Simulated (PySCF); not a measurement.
# Electron correlation in Cl (chlorine, neutral)

[Ne] 3s2 3p5, 2P determinant. Computed with PySCF 2.14 in def2-QZVPPD (10s7p5d2f1g, 79 functions), with no relativity, point nucleus. Frozen: 1s2; 15 electrons correlated.

```csv
level,correlation energy (mhartree)
CCSD,-377.57
(T),-9.03
CCSD(T),-386.60
```

Diagnostics: T1 = 0.0059, D1 = 0.0263, largest double amplitude 0.041.

Cost of the coupled-cluster step: about 80 core-seconds, for 15 correlated electrons.

This basis was not built for core-valence correlation, so the inner-shell part is incomplete.
